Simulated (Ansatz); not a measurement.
Ansatz (a first-principles code) input:

Ansatz 0.2 input:
```yaml
crystal:
  periodic: [false, false, false]
  atoms:
    - {symbol: Si, position_ang: [-0.05837491, -0.72753166, 0.10780177]}
    - {symbol: C, position_ang: [-1.64861020, -1.59020423, 0.33777515]}
    - {symbol: C, position_ang: [1.41889832, -1.84769887, 0.16853674]}
    - {symbol: Br, position_ang: [0.13918127, 0.83753595, 1.70235370]}
    - {symbol: Br, position_ang: [-0.10081168, 0.32727477, -1.87124938]}
    - {symbol: H, position_ang: [-2.59562911, -1.06491693, 0.32637045]}
    - {symbol: H, position_ang: [-1.70628788, -2.66147494, 0.49461128]}
    - {symbol: H, position_ang: [1.34970599, -2.60058072, -0.61888584]}
    - {symbol: H, position_ang: [1.46759592, -2.34992895, 1.13654834]}
    - {symbol: H, position_ang: [2.33719956, -1.27861178, 0.02560848]}
basis:
  gaussian:
    orbitals: def2-TZVPD
hamiltonian:
  xc: {name: LC-wPBE}
magnetization: {spin_polarized: true, initial_magnetization: 1}
output: {forces: true}
```

**Question.** Which total energy does the run end on?

**Answer.** -5516.28109 Eh (LC-wPBE/def2-TZVPD). The basis has 276 functions.

It need not be the lowest isomer of its formula.
